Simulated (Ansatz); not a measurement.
Zn₆Te₆H₂₂. The state is a triplet with charge 0. Geometry PBE-D4/def2-SVP, loosely relaxed, that of the neutral singlet; atoms count from 1.

Cartesian coordinates in Å:
```
Zn 1.221 -3.530 -2.123
Zn 2.657 2.186 0.222
Zn -3.998 -0.607 -1.540
Zn -0.038 3.172 0.430
Zn -0.403 -0.895 1.110
Zn 1.634 1.271 2.643
Te -1.727 -2.588 -2.133
Te 0.478 0.834 -0.801
Te 1.161 -2.992 0.925
Te 3.841 -0.195 1.807
Te -2.986 -0.814 1.291
Te -1.559 2.793 2.667
H 1.780 -2.072 -1.898
H 1.022 -5.022 -2.515
H 3.883 2.758 -0.533
H 4.068 0.085 -2.277
H -3.008 0.620 -1.447
H -5.236 -1.515 -1.795
H 0.229 4.594 -0.164
H -2.398 3.553 -1.069
H 0.362 0.266 2.102
H 1.615 2.653 1.524
H 1.737 1.679 4.152
H -1.925 -2.932 -3.777
H -2.483 -4.039 -1.749
H 0.104 1.021 -2.431
H 3.624 -0.545 -2.310
H 0.679 -3.589 2.435
H 3.874 -0.140 0.115
H 2.600 -1.638 1.593
H -2.628 2.819 -1.156
H -3.029 -2.000 2.501
H -2.877 3.570 1.955
H -2.274 1.238 2.246
```

In the def2 sets Te takes a core potential; there is no spin–orbit coupling. Single mean-field runs in def2-TZVP are fitted with def2-universal-jkfit. The geometry of the charge 0 triplet is only loosely relaxed. In the triplet geometry the species has come apart into loosely held pieces. At PBE0-D4/def2-TZVP a singlet of charge 0 lies 3.43 eV below the triplet at the same geometry.

Estimate the Mulliken populations of the heavy atoms from the PBE0/def2-TZVP orbitals of Ansatz.


```
atom  charge (e)  spin (α − β)  d electrons
 Zn1        0.07          0.01        10.03
 Zn2        0.08          0.07        10.05
 Zn3        0.07          0.00        10.04
 Zn4        0.09          0.01        10.07
 Zn5        0.16          0.00        10.13
 Zn6       -0.05          0.02        10.06
 Te7       -0.06          0.03            –
 Te8       -0.17          0.00            –
 Te9       -0.03          0.76            –
Te10       -0.11          0.79            –
Te11       -0.25          0.01            –
Te12       -0.04          0.00            –
```
Mulliken values and Mayer orders depend strongly on the basis.

Where does the spin sit?

Summed by element: Zn 0.11, Te 1.58, H 0.31, of 2 unpaired in all. Largest on single atoms: Te10 0.79, Te9 0.76, H30 0.20.

And the Mayer bond orders between bonded heavy atoms (over 0.3)?

Zn2–Te8 0.48 (2.76 Å); Zn2–Te10 0.33 (3.10 Å); Zn4–Te8 0.59 (2.69 Å); Zn4–Te12 0.58 (2.73 Å); Zn5–Te8 0.48 (2.72 Å); Zn5–Te9 0.65 (2.62 Å); Zn5–Te11 0.79 (2.59 Å); Zn6–Te10 0.51 (2.78 Å).
